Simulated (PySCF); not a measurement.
PySCF 2.14 output of an unrestricted PBE calculation on a single atom or ion in aug-cc-pVQZ-PP with ECP28MDF (7s7p5d3f2g, 92 functions), with scalar relativity through the core potential:

```
SCF conv_tol = 1e-09
number electrons alpha = 12  beta = 9
    J. P. Perdew, K. Burke, and M. Ernzerhof.,  Phys. Rev. Lett. 77, 3865 (1996)
    J. P. Perdew, K. Burke, and M. Ernzerhof.,  Phys. Rev. Lett. 78, 1396 (1997)
    J. P. Perdew, K. Burke, and M. Ernzerhof.,  Phys. Rev. Lett. 77, 3865 (1996)
    J. P. Perdew, K. Burke, and M. Ernzerhof.,  Phys. Rev. Lett. 78, 1396 (1997)
cycle= 1 E= -189.778118728279  delta_E= -0.00914  |g|= 0.0742  |ddm|= 0.925
cycle= 2 E= -189.778106386943  delta_E= 1.23e-05  |g|= 0.0732  |ddm|= 0.325
cycle= 3 E= -189.779519006831  delta_E= -0.00141  |g|= 0.00135  |ddm|= 0.174
cycle= 4 E= -189.779520385483  delta_E= -1.38e-06  |g|= 0.000233  |ddm|= 0.0102
cycle= 5 E= -189.779520458264  delta_E= -7.28e-08  |g|= 2.62e-05  |ddm|= 0.00184
cycle= 6 E= -189.779520462092  delta_E= -3.83e-09  |g|= 3.59e-06  |ddm|= 0.000517
cycle= 7 E= -189.77952046214  delta_E= -4.88e-11  |g|= 2.03e-07  |ddm|= 6.42e-05
converged SCF energy = -189.77952046214  <S^2> = 3.7511455  2S+1 = 4.0005727
```

The run itself started from symmetry-adapted Hartree-Fock orbitals and held the occupation by maximum overlap, on a logarithmic radial grid, so the iterations belong to that start.

Which element, charge and spin multiplicity is this?

In (indium, neutral), multiplicity 4; the state was [Kr] 4d10 5s1 5p1 5d1, one real determinant (an excited configuration).

⟨L²⟩ = 8.01 against 12 for a pure F term, so this real determinant mixes terms. Energies and moments cover only the electrons outside the core potential. The outer electron is Rydberg-like, and this basis confines it to a smaller radius and binds it less than a complete one would.
